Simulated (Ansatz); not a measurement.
One reagent, a row of partners

Four-centre ligand exchange: H₂S meets different compounds of Ge. Each row is one chosen step, not always the lowest open to these reactants.

Gas-phase electronic energies, without zero-point energy, by CCSD(T) at an estimated basis limit (MP2 extrapolated from triple and quadruple zeta, plus CCSD(T) − MP2 in triple zeta); Ansatz 0.2.0, def2-TZVPP and QZVPP, frozen cores, on PBE0-D4/def2-TZVP structures. Extrapolation: Hartree–Fock as exp(−7.88 √X), correlation as X^−2.97. All energies, in kJ/mol, count from the separated reactants, without counterpoise correction; the start and end structures are the complexes reached by relaxing down from the saddle, and deeper ones may exist. Brackets give SMILES, or, where every atom is bracketed, only which atoms are joined. Steps whose reference was doubtful or whose search ended elsewhere are left out.

| reactants | products | broken | formed | start structure | saddle | end structure | saddle by PBE-D4/TZ |
| --- | --- | --- | --- | --- | --- | --- | --- |
| GeNH₅ ([NH2][GeH3]) + H₂S | GeH₄S ([SH][GeH3]) + NH₃ | Ge–N, H–S | Ge–S, H–N | -14.4 | 59.2 | -63.0 | 30.3 |
| GeH₃F ([F][GeH3]) + H₂S | GeH₄S ([SH][GeH3]) + HF | F–Ge, H–S | F–H, Ge–S | -11.9 | ? | -17.7 | 83.2 |
| GeH₃Br ([GeH3][Br]) + H₂S | GeH₄S ([SH][GeH3]) + HBr | Br–Ge, H–S | Br–H, Ge–S | -10.9 | 139.3 | 20.6 | 98.0 |

**Question.** What is the height of the saddle for GeH₃F ([F][GeH3]) + H₂S? (Judge from chemistry; the value comes from the calculation.)

**Answer.** By the calculation: 134.6 kJ/mol relative to the separated reactants, between the members at 59.2 and 139.3; above its start structure the barrier is 134.6 − (-11.9) ≈ 146.4 kJ/mol.

**Question.** With the table complete: take k = (k_BT/h) exp(−E/k_BT), E being the saddle less the start structure. Which steps would take under a second at 373 K (100 °C)?

**Answer.** k = 1 s⁻¹ needs E = k_BT ln(k_BT/h × 1 s) = 0.03214 eV × 29.7 = 0.95 eV = 92 kJ/mol. Zero-point energy and entropy, left out here, can move a barrier by 0.15 eV or more, so: clearly faster: GeNH₅ ([NH2][GeH3]) + H₂S (73.6); clearly slower: GeH₃F ([F][GeH3]) + H₂S (146.4), GeH₃Br ([GeH3][Br]) + H₂S (150.2) (barriers in kJ/mol). These are rates out of the complex; where it is weakly bound it falls apart first at this temperature, and the saddle's height above the separated reactants, with the entropy of meeting, sets the rate.

**Question.** How do the PBE-D4 saddles lie against the coupled-cluster estimate?

**Answer.** All lower, by 28.9 to 51.4 kJ/mol.

Exchanges of this kind with a chalcogen hydride build sulfide and selenide films.

The T1 diagnostic stays at or below 0.013. The filled d shells of Br, Ge are correlated in sets not built for that, so values that involve them are less sure.

For scale, one of the runs: CCSD(T)/def2-TZVPP, 219 basis functions (an equivalent command: `ansatz run in.yaml --threads 4`). The run took 87 s on 4 CPU threads (shared host), with 3.2 GiB of host memory at its peak.
